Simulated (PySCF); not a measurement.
**How the method changes the constants of GeO**

State: ¹Σ⁺ (singlet), closed shell. Set-up: PySCF, no relativity, basis sets Ge def2-TZVPP, O def2-TZVPP. De refers to Ge + O in their high-spin ground configurations, without counterpoise correction. A positive dipole means Ge(−)O(+).

```
      Level  Re (Å)  ωe (cm⁻¹)  De (eV)  μ (D)
        RHF   1.594       1138     3.17  -3.99
    RHF-MP2   1.643        957     7.32    n/a
RHF-SCS-MP2   1.640        971     7.07    n/a
   RHF-CCSD   1.622       1036     6.29    n/a
RHF-CCSD(T)   1.636        981     6.71    n/a
        PBE   1.647        956     7.33  -3.12
       BLYP   1.656        938     7.25  -3.23
     r²SCAN   1.629       1006     6.90  -3.15
      M06-L   1.634        992     6.96  -3.27
    r²SCANh   1.622       1026     6.65  -3.25
       PBE0   1.623       1027     6.60  -3.37
      HSE06   1.624       1023     6.62  -3.38
     M06-2X   1.622       1055     6.60  -3.68
```

Question: Which functional lies closest to RHF-CCSD(T) in De, which farthest, and by how much do they differ from it?

Answer: Closest is r²SCANh (-1.4 pm in Re, +4.6 % in ωe, -0.06 eV in De against RHF-CCSD(T) in the same basis), farthest PBE (+1.1 pm in Re, -2.5 % in ωe, +0.62 eV in De). CCSD(T) converges more slowly with the basis than the functionals do and binds too weakly in this one, so the order can change at the basis-set limit.

Question: What does a quarter of exact exchange do here, going from PBE to PBE0?

Answer: PBE0 less PBE: -2.4 pm in Re, +7.4 % in ωe, -0.73 eV in De. Exact exchange removes part of the self-interaction that spreads semilocal densities, and in most molecules shortens and stiffens the bond and lowers De; so it does here.

Question: What does the step from GGA to meta-GGA do here, going from PBE to r²SCAN?

Answer: r²SCAN less PBE: -1.8 pm in Re, +5.2 % in ωe, -0.43 eV in De. 

Correlated steps freeze 10 core orbitals. Where the molecule has an RHF reference, its open-shell atoms are computed with UHF. The CCSD T1 diagnostic is raised, a sign that a single reference may not be enough here.

The whole job (state search and all levels along the bond) took about 6.2 min on 1 thread of Arm Neoverse V2 (shared host), peak memory 1.5 GiB.
